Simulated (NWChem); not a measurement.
System meant: KOH; SMILES [OH][K]

Input file for NWChem:

```
start job
memory heap 200 mb stack 700 mb global 900 mb
geometry units angstroms noautoz
  K     -0.106184    -0.819317     0.000000
  O      0.219907     1.387245     0.000000
  H      0.360833     2.341621     0.000000
end
basis spherical
  * library def2-svp
end
dft
  odft
  mult 2
  xc xpbe96 cpbe96
  iterations 150
  mulliken
end
task dft energy
```

End of the output:

```
  pbe96 is a nonlocal functional; adding pw91lda local functional.

                                 NWChem DFT Module
                                 -----------------

 Summary of "ao basis" -> "ao basis" (spherical)
 ------------------------------------------------------------------------------
       Tag                 Description            Shells   Functions and Types
 ---------------- ------------------------------  ------  ---------------------
 K                          def2-svp                10       24   5s3p2d
 O                          def2-svp                 6       14   3s2p1d
 H                          def2-svp                 3        5   2s1p

 Summary of "ao basis" -> "ao basis" (spherical)
 ------------------------------------------------------------------------------
       Tag                 Description            Shells   Functions and Types
 ---------------- ------------------------------  ------  ---------------------
 K                          def2-svp                10       24   5s3p2d
 O                          def2-svp                 6       14   3s2p1d
 H                          def2-svp                 3        5   2s1p

      Symmetry analysis of basis
      --------------------------

        a1         19
        a2          0
        b1          3
        b2          3
        e          18

  number of electrons :                   28
  multiplicity        :                    2
 ------------------------------------------------------------------------
  no. of electrons and multiplicity not compatible                  28
 ------------------------------------------------------------------------
 ------------------------------------------------------------------------
  current input line :
    18: task dft energy
 ------------------------------------------------------------------------
 ------------------------------------------------------------------------
 There is an error in the input file
 ------------------------------------------------------------------------
 For more information see the NWChem manual at https://nwchemgit.github.io

0: no. of electrons and multiplicity not compatible:Received an Error in Communication
```

Find the fault in this run and fix the input.

The input was rejected before any calculation. Cause: the multiplicity doesn't fit the number of electrons (an even count wants an odd multiplicity, and the reverse). This input runs:
```
start job
memory heap 200 mb stack 700 mb global 900 mb
geometry units angstroms noautoz
  K     -0.106184    -0.819317     0.000000
  O      0.219907     1.387245     0.000000
  H      0.360833     2.341621     0.000000
end
basis spherical
  * library def2-svp
end
dft
  xc xpbe96 cpbe96
  iterations 150
  mulliken
end
task dft energy
```
It converges to -675.31520 Ha (PBE/def2-SVP).
